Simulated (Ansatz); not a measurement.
C$_{2}$H$_{5}$NOSi, SMILES `CO[SiH2]C#N`: the same geometry under several functionals.

```yaml
crystal:
  periodic: [false, false, false]
  atoms:
    - {symbol: C, position_ang: [-1.256788, 0.507013, -0.785520]}
    - {symbol: O, position_ang: [-0.000523, 0.982103, -0.339984]}
    - {symbol: Si, position_ang: [0.909830, 0.245969, 0.786459]}
    - {symbol: C, position_ang: [1.302382, -1.482235, 0.223400]}
    - {symbol: N, position_ang: [1.515231, -2.554880, -0.138908]}
    - {symbol: H, position_ang: [-1.966509, 0.423165, 0.044081]}
    - {symbol: H, position_ang: [-1.646583, 1.222104, -1.509853]}
    - {symbol: H, position_ang: [-1.158027, -0.469305, -1.269655]}
    - {symbol: H, position_ang: [2.175901, 0.989479, 0.910726]}
    - {symbol: H, position_ang: [0.208384, 0.085389, 2.082155]}
basis:
  gaussian: {orbitals: def2-TZVPP}
hamiltonian: {xc: {name: B2PLYP}}
```

```sh
$ ansatz run in.yaml --threads 4 --pin off --events-out ev --progress --plain --max-ram 10444MiB
```

Shortened log:

```
Functional definition: B2PLYP
1411 factors; integrals over basis functions are off by at most 9.8e-4 eV
mean field evaluation 1: about -13552.3159 eV, gradient 5.3e1 eV
mean field evaluation 2: about -13552.5238 eV, gradient 5.3e1 eV
mean field evaluation 4: about -13557.6542 eV, gradient 1.2e1 eV
mean field evaluation 8: about -13557.9372 eV, gradient 1.4e0 eV
mean field evaluation 16: about -13557.9407 eV, gradient 2.1e-4 eV
mean field -13557.94070920 eV, -498.2451311607 hartree, gradient 8.8e-6 eV, S^2 0.000000; 0 other end points of the search recorded, 0 dependent functions left out
9 core orbitals not correlated: weight in the atoms' cores, before any rotation towards them, 1.000 or more for the frozen orbitals, at most 0.000 for the correlated occupied ones
reference -13557.94088419 eV, -498.2451375915 hartree; 14, 14 occupied and 213, 213 virtual orbitals, 1411 factors
second order -28.73529366 eV of doubles, -0.00000000 eV of singles
Total energy: -13565.69941348 eV, -498.5302582840 hartree
```

It took 7.5 s on 4 threads of an Arm Neoverse N1 on a shared host, with 0.57 GiB of host memory at the peak.

The same input with `hamiltonian: {xc: {name: CAM-B3LYP}, dispersion: d4}` (abridged; 4.7 s):

```
Functional definition: CAM-B3LYP
mean field evaluation 16: about -13570.8949 eV, gradient 1.0e-4 eV
mean field -13570.89491261 eV, -498.7211893556 hartree, gradient 3.1e-5 eV, S^2 0.000000
Total energy: -13571.06000599 eV, -498.7272564254 hartree
```

With the line `hamiltonian: {xc: pbe0, dispersion: d4}` (abridged; 3.9 s):

```
Functional definition: PBE0
mean field evaluation 16: about -13563.0946 eV, gradient 6.7e-5 eV
mean field -13563.09456340 eV, -498.4345318094 hartree, gradient 6.7e-5 eV, S^2 0.000000
Total energy: -13563.25747697 eV, -498.4405187727 hartree
```

With the line `hamiltonian: {xc: {name: revPBE}, dispersion: d4}` (abridged; 2.8 s):

```
Functional definition: revPBE
mean field evaluation 16: about -13569.6505 eV, gradient 2.3e-4 eV
mean field -13569.65050452 eV, -498.6754582015 hartree, gradient 3.7e-5 eV, S^2 0.000000
Total energy: -13570.24449807 eV, -498.6972870618 hartree
```

The same input with `hamiltonian: {xc: {name: wB97M-V}}` and forces (abridged; 15 s):

```
Functional definition: wB97M-V
mean field evaluation 16: about -13570.5893 eV, gradient 1.1e-4 eV
mean field -13570.58926030 eV, -498.7099568403 hartree, gradient 2.2e-5 eV, S^2 0.000000
Total energy: -13570.58931051 eV, -498.7099586856 hartree
Atom 0 force    -0.300339    -0.097042    -0.121093 eV/Å
Atom 1 force     0.179639     0.089435     0.044192 eV/Å
Atom 2 force     0.109580     0.163786     0.257492 eV/Å
Atom 3 force     0.049160    -0.300242    -0.115537 eV/Å
Atom 4 force    -0.041480     0.212962     0.074773 eV/Å
Atom 5 force     0.066236     0.008912    -0.066449 eV/Å
Atom 6 force     0.027389    -0.073684     0.066643 eV/Å
Atom 7 force    -0.002609     0.081359     0.042115 eV/Å
Atom 8 force    -0.166560    -0.104440    -0.014261 eV/Å
Atom 9 force     0.078986     0.018955    -0.167873 eV/Å
Dipole moment:    -0.381358     0.532981     0.161493 e Å
```

With the line `hamiltonian: {xc: {name: BHLYP}, dispersion: d4}` (abridged; 4.2 s):

```
Functional definition: BHLYP
mean field evaluation 16: about -13570.0479 eV, gradient 9.3e-5 eV
mean field -13570.04792179 eV, -498.6900630168 hartree, gradient 3.6e-5 eV, S^2 0.000000
Total energy: -13570.27954289 eV, -498.6985749352 hartree
```
